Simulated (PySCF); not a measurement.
First SCF of a structure search on singlet CaO₂, at a hand-made bent geometry. PySCF input:

```python
from pyscf import gto, scf, dft
mol = gto.M(atom='''
Ca     0.000000     0.000000     0.000000
O      1.671100     0.000000     1.170100
O     -1.671100     0.000000     1.170100''',
    basis={'Ca': 'def2-TZVP', 'O': 'def2-TZVP'},
    charge=0, spin=0)
mf = dft.RKS(mol, xc='PBE0')
mf.grids.atom_grid = (50, 194)
aux = {'Ca': 'def2-universal-JKFIT', 'O': 'def2-universal-JKFIT'}
mf = mf.density_fit(auxbasis=aux)
mf.conv_tol = 1e-08
mf.diis_space = 10
mf.max_cycle = 60
mf.init_guess = 'minao'
mf.verbose = 4
mf.kernel()
```

Excerpt of the output (cycles and frontier levels):

```
init E= -827.376468794388
  HOMO = -0.424242920847371  LUMO = -0.416963305238476  gap/eV = 0.19809
cycle= 1 E= -827.438879652639  delta_E= -0.0624  |g|= 0.757  |ddm|= 2.16
  HOMO = -0.128573806313113  LUMO = -0.0790204331272565  gap/eV = 1.34842
cycle= 2 E= -826.84153704303  delta_E= 0.597  |g|= 1.84  |ddm|= 1.49
  HOMO = -0.260682910754271  LUMO = -0.200178976131276  gap/eV = 1.64640
cycle= 3 E= -827.572662389304  delta_E= -0.731  |g|= 0.0895  |ddm|= 1.09
  HOMO = -0.267266092557048  LUMO = -0.204771948469052  gap/eV = 1.70055
cycle= 4 E= -827.57421994854  delta_E= -0.00156  |g|= 0.0363  |ddm|= 0.111
  HOMO = -0.265786839857899  LUMO = -0.203258302841967  gap/eV = 1.70149
cycle= 5 E= -827.574495398994  delta_E= -0.000275  |g|= 0.00586  |ddm|= 0.0295
  HOMO = -0.266439259848204  LUMO = -0.20396192747296  gap/eV = 1.70009
cycle= 6 E= -827.574505966154  delta_E= -1.06e-05  |g|= 0.00114  |ddm|= 0.00624
  HOMO = -0.26647739764833  LUMO = -0.204022000716265  gap/eV = 1.69950
cycle= 7 E= -827.574507241123  delta_E= -1.27e-06  |g|= 0.000558  |ddm|= 0.00253
  HOMO = -0.266427609405682  LUMO = -0.203993359678115  gap/eV = 1.69892
cycle= 8 E= -827.574508349421  delta_E= -1.11e-06  |g|= 0.000401  |ddm|= 0.00299
  HOMO = -0.266340924023061  LUMO = -0.203960060464624  gap/eV = 1.69747
cycle= 9 E= -827.574509718615  delta_E= -1.37e-06  |g|= 0.000192  |ddm|= 0.00595
  HOMO = -0.266303407098714  LUMO = -0.203958237350292  gap/eV = 1.69650
cycle= 10 E= -827.574510008756  delta_E= -2.9e-07  |g|= 0.00024  |ddm|= 0.0038
  HOMO = -0.266302797755179  LUMO = -0.203959209023274  gap/eV = 1.69646
cycle= 11 E= -827.574509993714  delta_E= 1.5e-08  |g|= 0.000362  |ddm|= 0.000311
  HOMO = -0.266302681280616  LUMO = -0.203965065544239  gap/eV = 1.69629
cycle= 12 E= -827.574510029078  delta_E= -3.54e-08  |g|= 7.15e-06  |ddm|= 0.000524
  HOMO = -0.266302160379371  LUMO = -0.203964715575033  gap/eV = 1.69629
cycle= 13 E= -827.574510029091  delta_E= -1.23e-11  |g|= 8.55e-07  |ddm|= 8.68e-06
  HOMO = -0.266301917071666  LUMO = -0.203964454804606  gap/eV = 1.69629
Extra cycle  E= -827.574510029089  delta_E= 1.93e-12  |g|= 8.48e-07  |ddm|= 1.99e-06
converged SCF energy = -827.574510029089
```

No lower solution of this spin was found from smeared starts or by a stability analysis within the restricted form, which does not test spin polarisation.

The search for the lowest solution, 3 starts and the stability check together, took 7 s on 2 threads of a shared Arm Neoverse V1 host, with 98 basis functions; the process peaked at 0.37 GiB.
